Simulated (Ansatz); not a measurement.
The same hydrogenolysis along the group B, Al, Ga, In.

Program: Ansatz. Geometries: PBE0-D4/def2-TZVP. ΔE: electronic, gas phase. CCSD(T)/CBS is the MP2 limit (def2-TZVPP, def2-QZVPP) plus CCSD(T) − MP2 in def2-TZVPP, frozen cores. Small cases extrapolate CCSD(T) itself. DFT in def2-TZVPP. Elements past krypton have def2 core potentials. For Ga, In outer-core shells are correlated without core-valence functions, which leaves a few kJ/mol of doubt a bond. Scalar relativity is left out up to krypton. Each species was taken in one conformer, which may not be the lowest.

```
                                            reaction  ωB97M-V (kcal/mol)  CCSD(T)/def2-SVP (kcal/mol)
                         `NB(N)O` + H₂ → `NBO` + NH₃                12.0                         11.6
`[NH2][Al]([NH2])[OH]` + H₂ → `[NH2][AlH][OH]` + NH₃                13.9                         11.4
`[NH2][Ga]([NH2])[OH]` + H₂ → `[NH2][GaH][OH]` + NH₃                 0.8                          1.3
`[NH2][In]([NH2])[OH]` + H₂ → `[NH2][InH][OH]` + NH₃                -6.6                         -6.9
```

Q: Give the CCSD(T)/CBS values in the same order. (An estimate is asked.)

A: Ansatz gave: 11.9, 15.1, 2.7, -4.1 kcal/mol.

Largest T1 diagnostic: 0.016, for `[NH2][InH][OH]`.

Extrapolated directly: `[NH2][Al]([NH2])[OH]` + H₂ → `[NH2][AlH][OH]` + NH₃.
